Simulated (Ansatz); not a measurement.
TaCl₃, SMILES [Cl][Ta]([Cl])[Cl] (connectivity only; charge and spin as stated), neutral, multiplicity 3.

Geometry: PBE0-D3(BJ)/def2-SVP. A frequency run showed that this geometry is not a minimum. The multiplicity is an assumed one; other spin states were not compared. The def2 effective core potentials stand for the cores of Ta; spin–orbit coupling is left out.

Two levels are set side by side: PBE/def2-SVPD (Ansatz, an electronic-structure program) and CAM-B3LYP/def2-SVPD (Ansatz). Energy differences of separate SCF runs at the same geometry; the states with an electron removed or added have multiplicity 2 and 4. Differences are taken from unrounded values.

```
quantity                         CAM-B3LYP
-------------------------------  ---------
vertical ionisation energy (eV)       8.00
vertical electron affinity (eV)       1.45
```

What does PBE give, and how far is it from CAM-B3LYP? (An estimate is asked for; the answer gives what the named calculation found.)


| quantity | PBE | PBE minus CAM-B3LYP |
|---|---|---|
| vertical ionisation energy (eV) | 7.57 | -0.43 |
| vertical electron affinity (eV) | 1.37 | -0.08 |
